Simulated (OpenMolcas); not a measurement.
**Ionisation energies of magnesium**

```
Program             : OpenMolcas 26.06
Basis               : ANO-RCC-VQZP [6s5p3d2f1g]
Scalar Hamiltonian  : DKH2, point nucleus
Spin-orbit coupling : state interaction with AMFI integrals over the reference wave functions, term energies averaged over their components
```

Active shells in each charge state: the valence s, p shells, with orbitals averaged over the low states. Where CASPT2's correlated closed shells are named, they are those of the first ion.

A. CASSCF
B. SS-CASPT2, IPEA 0.25 Eh, imaginary shift 0.1 Eh (closed shells correlated: 2s 2p)
C. SS-CASPT2, IPEA 0.25 Eh, imaginary shift 0.1 Eh (closed shells correlated: 1s 2s 2p)
D. SS-CASPT2, IPEA 0 Eh, imaginary shift 0.1 Eh (closed shells correlated: 2s 2p)
E. SS-CASPT2, IPEA 0.25 Eh, imaginary shift 0.1 Eh (closed shells correlated: none)

Energies in eV between the lowest computed levels, named as in B; reference values from the NIST Atomic Spectra Database with their kind.

```json
{"From": "Mg 3s² ¹S₀", "To": "Mg+ 3s ²S_1/2", "A": "7.480", "B": "7.582", "C": "7.581", "D": "7.583", "E": "7.521", "Spin-orbit share in B": "+0.000", "Reference": "7.646 (measured)"}
{"From": "Mg+ 3s ²S_1/2", "To": "Mg2+ 2p⁶ ¹S₀", "A": "14.734", "B": "14.954", "C": "14.952", "D": "14.960", "E": "14.734", "Spin-orbit share in B": "+0.000", "Reference": "15.035 (measured)"}
```

Error against the reference values, in %:

| From | Reference | A | B | C | D | E |
| --- | --- | --- | --- | --- | --- | --- |
| Mg | measured | -2.2 | -0.8 | -0.9 | -0.8 | -1.6 |
| Mg+ | measured | -2.0 | -0.5 | -0.6 | -0.5 | -2.0 |

Mean absolute error over the 2 measured values: A 0.23 eV, B 0.07 eV, C 0.07 eV, D 0.07 eV, E 0.21 eV.
